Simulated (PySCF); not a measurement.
In(Cl)(Me)2 (C₂H₆ClIn), SMILES [CH3][In]([CH3])[Cl].

Geometry optimised at PBE-D3(BJ)/def2-SVP. The structure was generated by enumeration; whether it is a known compound was not checked. The def2 effective core potentials stand for the cores of In; spin–orbit coupling is left out.

Method: PBE-D3(BJ)/def2-SVP run with PySCF.

Frequencies are harmonic and unscaled.

Computed vibrational spectrum:
```csv
mode,ν (cm⁻¹),IR (km/mol),moving atoms (share of kinetic energy)
1,25,0.0,H 99 %
2,33,0.4,H 98 %
3,109,2.2,"C 57 %, H 29 %, In 12 %"
4,110,5.6,"Cl 36 %, C 34 %, H 16 %, In 14 %"
5,116,1.8,"C 41 %, In 28 %, H 24 %"
6,332,41.4,"Cl 78 %, In 21 %"
7,459,8.4,"C 79 %, H 18 %"
8,510,34.6,"C 64 %, In 19 %, H 17 %"
9,632,0.0,"H 88 %, C 12 %"
10,685,10.8,"H 85 %, C 15 %"
11,708,45.0,"H 82 %, C 16 %"
12,727,75.8,"H 82 %, C 17 %"
13,1128,0.4,"H 82 %, C 18 %"
14,1131,0.0,"H 84 %, C 16 %"
15,1376,1.4,H 95 %
16,1376,0.0,H 95 %
17,1380,4.8,H 95 %
18,1381,1.4,H 95 %
19,2989,5.6,H 98 %
20,2989,0.9,H 98 %
21,3102,0.0,"H 91 %, C 9 %"
22,3103,1.4,"H 91 %, C 9 %"
23,3113,0.1,"H 90 %, C 10 %"
24,3113,5.5,"H 90 %, C 10 %"
```
